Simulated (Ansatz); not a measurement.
The same redistribution along the group F, Cl, Br.

Isolated molecules relaxed with PBE0-D4/def2-TZVP in Ansatz; ΔE leaves out vibrations. CBS: MP2 limit from def2 TZ/QZ plus the TZ coupled-cluster correction, frozen cores. This one scheme is used for every species. Functionals use def2-TZVPP. For Br outer-core shells are correlated without core-valence functions, which leaves a few kJ/mol of doubt a bond. Scalar relativity is left out up to krypton. Each species was taken in one conformer, which may not be the lowest.

| reaction | B2PLYP (eV) | MP2/CBS(def2) (eV) | CCSD(T)/CBS(def2) (eV) |
| --- | --- | --- | --- |
| `F[SiH2]N[SiH3]` + `B[SiH](O)[SiH3]` → `B[SiH2]F` + `O[SiH]([SiH3])N[SiH3]` | 0.16 | 0.14 | 0.13 |
| `[SiH3]N[SiH2]Cl` + `B[SiH](O)[SiH3]` → `B[SiH2]Cl` + `O[SiH]([SiH3])N[SiH3]` | 0.04 | 0.02 | 0.01 |
| `[SiH3]N[SiH2]Br` + `B[SiH](O)[SiH3]` → `B[SiH2]Br` + `O[SiH]([SiH3])N[SiH3]` | 0.01 | -0.01 | -0.02 |

Largest T1 diagnostic: 0.014, for `B[SiH](O)[SiH3]`.
